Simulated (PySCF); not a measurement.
A thermochemical cycle for CuF

r²SCAN in PySCF with def2-TZVPPD on every atom, for the lowest determinant that a PBE0 search found; no spin–orbit coupling. CuF, a singlet (closed shell), has De = 4.22 eV to neutral atoms, and CuF⁺, a doublet (σ ↑), has De = 1.98 eV to Cu⁺ (3d10) + F.

At the same level the Cu atom ionises at 8.04 eV.

Q: What is the adiabatic ionisation energy of the molecule, and does ionisation strengthen or weaken the bond?

A: IE = IE(Cu) + De(neutral) − De(ion) = 8.04 + 4.22 − 1.98 = 10.28 eV. De changes by -2.24 eV, so ionisation weakens the bond.

For an ion De counts to the pair picked by the measured ionisation energies or electron affinities, which need not be the lowest pair at this level. With d or f electrons several states lie close, and the lowest PBE0 determinant need not be the measured ground state.
